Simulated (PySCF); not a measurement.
Nuclear quadrupole coupling in [Ga(H2O)6]3+

Species: [Ga(H2O)6]3+ (charge +3).
Geometry (PBE0-D3(BJ)/def2-SVP, Å), atoms numbered from 1 in this order:
```
atom  x, y, z in Å
Ga1   -0.0006   -0.0003   -0.0001
O2    -0.0228    0.1111    1.9900
H3    -0.0978    0.9303    2.5168
H4     0.0368   -0.6379    2.6143
O5     0.0223   -0.1109   -1.9903
H6     0.1072   -0.9293   -2.5171
H7    -0.0463    0.6373   -2.6147
O8     1.9877    0.1521    0.0127
H9     2.5546    0.2457    0.8028
H10    2.5703    0.1492   -0.7715
O11   -1.9885   -0.1538   -0.0129
H12   -2.5693   -0.1529    0.7725
H13   -2.5580   -0.2404   -0.8017
O14   -0.1545    1.9849   -0.1022
H15    0.5881    2.6190   -0.1274
H16   -0.9832    2.4983   -0.1634
O17    0.1554   -1.9850    0.1024
H18   -0.5860   -2.6207    0.1218
H19    0.9848   -2.4967    0.1681
```

Field gradients from the PBE0/pcSseg-1 (pcSseg-2 on Ga) density (PySCF, non-relativistic), principal values in atomic units, ordered |Vxx| ≤ |Vyy| ≤ |Vzz|:

| atom | Vxx | Vyy | Vzz |
| --- | --- | --- | --- |
| O2 | 0.6068 | 1.2718 | -1.8786 |
| O5 | 0.6070 | 1.2721 | -1.8791 |
| O8 | 0.6061 | 1.2729 | -1.8789 |
| O11 | 0.6074 | 1.2716 | -1.8791 |
| O14 | 0.6073 | 1.2712 | -1.8785 |
| O17 | 0.6074 | 1.2709 | -1.8783 |

Q: Find the asymmetry η = (Vxx − Vyy)/Vzz and the couplings χ = eQV/h (234.96 MHz × Q in barn × V in au), with Q(17O) = −0.0256 b.

A: 
| atom | environment | nucleus | η | χzz (MHz) | χxx (MHz) | χyy (MHz) |
| --- | --- | --- | --- | --- | --- | --- |
| O2 | oxygen bonded to Ga and 2 H | 17O | 0.35 | 11.30 | -3.65 | -7.65 |
| O5 | oxygen bonded to Ga and 2 H | 17O | 0.35 | 11.30 | -3.65 | -7.65 |
| O8 | oxygen bonded to Ga and 2 H | 17O | 0.35 | 11.30 | -3.65 | -7.66 |
| O11 | oxygen bonded to Ga and 2 H | 17O | 0.35 | 11.30 | -3.65 | -7.65 |
| O14 | oxygen bonded to Ga and 2 H | 17O | 0.35 | 11.30 | -3.65 | -7.65 |
| O17 | oxygen bonded to Ga and 2 H | 17O | 0.35 | 11.30 | -3.65 | -7.64 |

At Ga1 no principal value exceeds 0.01 au. The tensor is traceless: Vxx + Vyy + Vzz = 0.

Q: What is Vzz at O11 in SI units (1 au = 9.71736 × 10²¹ V/m²)?

A: -1.8791 au = -18.259 × 10²¹ V/m².

Q: What couplings would deuterons (Q(2H) = 0.00286 b) have in place of the hydrogens, at this geometry?

A: 
```tsv
atom	bonded to	bond length (Å)	Vzz (au)	η	χzz (kHz)
H3	O2	0.977	0.3962	0.17	266
H4	O2	0.977	0.3963	0.17	266
H6	O5	0.977	0.3961	0.17	266
H7	O5	0.977	0.3962	0.17	266
H9	O8	0.977	0.3963	0.17	266
H10	O8	0.977	0.3963	0.17	266
H12	O11	0.977	0.3964	0.17	266
H13	O11	0.977	0.3965	0.17	266
H15	O14	0.977	0.3965	0.17	266
H16	O14	0.977	0.3966	0.17	267
H18	O17	0.977	0.3965	0.17	266
H19	O17	0.977	0.3967	0.17	267
```

 No counter-ion or solvent screens the charge of this multiply charged ion. The calculation is non-relativistic, for gallium too. With a basis this small, the couplings can be 20 % off.
